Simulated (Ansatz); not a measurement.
System: H3B, singlet: umbrella (inversion) coordinate, bond length relaxed. Scanned: angle between the B-H bonds and the threefold axis (90 = planar). Other coordinates (B-H bond length) were minimised at B3LYP/def2-TZVP.

Computed with full CI/def2-SVP, frozen core (Ansatz, a program for electronic structure).

Scanned values (°): 90, 93.72, 95.89, 99.33, 101.73, 104.74, 108.16, 110.38, 113.65, 116.30, 119.83, 123.34, 125.99, 128.56, 132.

**Question.** Locate the minima and the barriers on this grid.

**Answer.** Lower than their neighbours: 90° (0.0 kJ/mol, end of the scan). Higher than their neighbours: 132° (448.5 kJ/mol, end of the scan). The whole profile spans 448.5 kJ/mol.
